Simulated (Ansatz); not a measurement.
Start from `C[SiH](C)[SiH2]F` and change one atom or group to get `C[SiH](C)P`.

Ansatz, PBE0-D4/def2-TZVP geometries, multiplicity 1. Each molecule was computed in one conformer, which needn't be the lowest.

```csv
property,`C[SiH](C)[SiH2]F`
HOMO energy (ωB97M-V/def2-TZVPP) / eV,-9.82
LUMO energy (PBE/def2-TZVPP) / eV,-1.27
size of the dipole moment (ωB97M-V/def2-TZVPP) / D,1.63
HOMO energy (PBE0/def2-TZVPP) / eV,-7.76
size of the dipole moment (PBE/def2-TZVPP) / D,1.61
size of the dipole moment (B3LYP/def2-TZVPP) / D,1.64
```

Task: What does the change do to each property? (An estimate is asked.)

Result: Computed: 
```csv
property,`C[SiH](C)P`,shift
HOMO energy (ωB97M-V/def2-TZVPP) / eV,-9.30,0.52
LUMO energy (PBE/def2-TZVPP) / eV,-0.35,0.92
size of the dipole moment (ωB97M-V/def2-TZVPP) / D,1.46,-0.17
HOMO energy (PBE0/def2-TZVPP) / eV,-7.20,0.56
size of the dipole moment (PBE/def2-TZVPP) / D,1.51,-0.10
size of the dipole moment (B3LYP/def2-TZVPP) / D,1.46,-0.18
```

With PBE0 the HOMO rises by 0.56 eV and the LUMO rises by 0.92 eV, so the gap widens by about 0.36 eV. PBE moves the HOMO by 0.48 eV and ωB97M-V by 0.52 eV. The zero-point energy changes by -6.5 kJ/mol with -3 modes. Dipoles are sizes alone; their direction can turn.

Positive LUMOs are unbound, so they and the gaps depend on the basis.

B3LYP here is the variant with VWN-RPA as its local correlation; programs differ in this.
